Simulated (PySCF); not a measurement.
C₂H₅O₂, charge +1, singlet, geometry from GFN2-xTB; HSE06/6-31G (PySCF).

Here is a job for PySCF.
```python
from pyscf import gto, scf, dft

mol = gto.Mole()
mol.atom = '''
    C    -1.030430   -0.204726   -0.021120
    O    -0.733129   -1.296800   -0.248742
    O     0.040622    0.835398    0.073481
    H    -1.987636    0.305599    0.104440
    C     1.425502    0.376982    0.082886
    H     2.054138    1.224220   -0.185970
    H     1.702871   -0.019129    1.059730
    H     1.521647   -0.404269   -0.671270
    H    -0.121393    1.551254    0.724558
'''
mol.basis = '6-31g'
mol.charge = 1
mol.spin = 0
mol.verbose = 4
mol.build()

mf = dft.RKS(mol)
mf.xc = 'hse06'
mf.kernel()
```

Question: What does PySCF print? Leave out banner, timings and long lists.

Answer: 
```
PySCF version 2.14.0

[INPUT] verbose = 4
[INPUT] num. atoms = 9
[INPUT] num. electrons = 32
[INPUT] charge = 1
[INPUT] spin (= nelec alpha-beta = 2S) = 0
[INPUT] symmetry False subgroup None
[INPUT] Mole.unit = angstrom
[INPUT] Symbol           X                Y                Z      unit          X                Y                Z       unit  Magmom
[INPUT]  1 C     -1.030430000000  -0.204726000000  -0.021120000000 AA   -1.947230490536  -0.386876070578  -0.039911015751 Bohr   0.0
[INPUT]  2 O     -0.733129000000  -1.296800000000  -0.248742000000 AA   -1.385413023976  -2.450596838336  -0.470054255677 Bohr   0.0
[INPUT]  3 O      0.040622000000   0.835398000000   0.073481000000 AA    0.076764454632   1.578673425009   0.138858965359 Bohr   0.0
[INPUT]  4 H     -1.987636000000   0.305599000000   0.104440000000 AA   -3.756087675326   0.577498413941   0.197362996450 Bohr   0.0
[INPUT]  5 C      1.425502000000   0.376982000000   0.082886000000 AA    2.693808370020   0.712392733891   0.156631839561 Bohr   0.0
[INPUT]  6 H      2.054138000000   1.224220000000  -0.185970000000 AA    3.881758242062   2.313440516215  -0.351432367385 Bohr   0.0
[INPUT]  7 H      1.702871000000  -0.019129000000   1.059730000000 AA    3.217959815464  -0.036148571037   2.002599465985 Bohr   0.0
[INPUT]  8 H      1.521647000000  -0.404269000000  -0.671270000000 AA    2.875496088266  -0.763957690652  -1.268516455637 Bohr   0.0
[INPUT]  9 H     -0.121393000000   1.551254000000   0.724558000000 AA   -0.229399523439   2.931445209636   1.369216181363 Bohr   0.0

nuclear repulsion = 129.038100611106
number of shells = 30
number of NR pGTOs = 108
number of NR cGTOs = 46
basis = 6-31g
ecp = {}

******** <class 'pyscf.dft.rks.RKS'> ********
method = RKS
initial guess = minao
damping factor = 0
level_shift factor = 0
DIIS = <class 'pyscf.scf.diis.CDIIS'>
diis_start_cycle = 1
diis_space = 8
diis_damp = 0
SCF conv_tol = 1e-09
SCF conv_tol_grad = None
SCF max_cycles = 50
direct_scf = True
direct_scf_tol = 1e-13
XC library pyscf.dft.libxc version 7.1.2
    S. Lehtola, C. Steigemann, M. J. T. Oliveira, and M. A. L. Marques,  SoftwareX 7, 1–5 (2018)
XC functionals = hse06
    J. Heyd, G. E. Scuseria, and M. Ernzerhof,  J. Chem. Phys. 118, 8207 (2003)
    J. Heyd, G. E. Scuseria, and M. Ernzerhof,  J. Chem. Phys. 124, 219906 (2006)
    A. V. Krukau, O. A. Vydrov, A. F. Izmaylov, and G. E. Scuseria,  J. Chem. Phys. 125, 224106 (2006)
radial grids:
    Treutler-Ahlrichs [JCP 102, 346 (1995); DOI:10.1063/1.469408] (M4) radial grids

becke partition: Becke, JCP 88, 2547 (1988); DOI:10.1063/1.454033
pruning grids: <function nwchem_prune>
grids dens level: 3
symmetrized grids: False
atomic radii adjust function: <function treutler_atomic_radii_adjust>
small_rho_cutoff = 0
Set gradient conv threshold to 3.16228e-05
Initial guess from minao.
tot grids = 105440
init E= -229.864024546314
  HOMO = -0.376762295722926  LUMO = -0.0800780961087899  gap/eV = 8.07319
cycle= 1 E= -228.867293519682  delta_E= 0.997  |g|= 0.793  |ddm|= 2.71
  HOMO = -0.461171820421101  LUMO = -0.241330676683905  gap/eV = 5.98218
cycle= 2 E= -228.042632649903  delta_E= 0.825  |g|= 2.17  |ddm|= 2.49
  HOMO = -0.562862652779556  LUMO = -0.287889532182593  gap/eV = 7.48240
cycle= 3 E= -229.008050437579  delta_E= -0.965  |g|= 0.195  |ddm|= 1.88
  HOMO = -0.567170678012501  LUMO = -0.279199255759488  gap/eV = 7.83610
cycle= 4 E= -229.013254396317  delta_E= -0.0052  |g|= 0.101  |ddm|= 0.183
  HOMO = -0.564072991292007  LUMO = -0.275974885285215  gap/eV = 7.83955
cycle= 5 E= -229.015169789158  delta_E= -0.00192  |g|= 0.00765  |ddm|= 0.0684
  HOMO = -0.56491707767809  LUMO = -0.276663584832863  gap/eV = 7.84378
cycle= 6 E= -229.015181093139  delta_E= -1.13e-05  |g|= 0.00265  |ddm|= 0.00738
  HOMO = -0.564908539656791  LUMO = -0.276488062642545  gap/eV = 7.84832
cycle= 7 E= -229.015182750937  delta_E= -1.66e-06  |g|= 0.00065  |ddm|= 0.00207
  HOMO = -0.564909254336638  LUMO = -0.276464386000386  gap/eV = 7.84898
cycle= 8 E= -229.015182848008  delta_E= -9.71e-08  |g|= 7.42e-05  |ddm|= 0.000702
  HOMO = -0.56492602489483  LUMO = -0.276483027512566  gap/eV = 7.84893
cycle= 9 E= -229.015182849231  delta_E= -1.22e-09  |g|= 1.5e-05  |ddm|= 8.74e-05
  HOMO = -0.564922683427504  LUMO = -0.276478956120615  gap/eV = 7.84895
cycle= 10 E= -229.015182849294  delta_E= -6.24e-11  |g|= 2.03e-06  |ddm|= 1.74e-05
  HOMO = -0.564923198159871  LUMO = -0.276479255729458  gap/eV = 7.84896
Extra cycle  E= -229.015182849277  delta_E= 1.62e-11  |g|= 4.47e-06  |ddm|= 5.8e-06
converged SCF energy = -229.015182849277
```
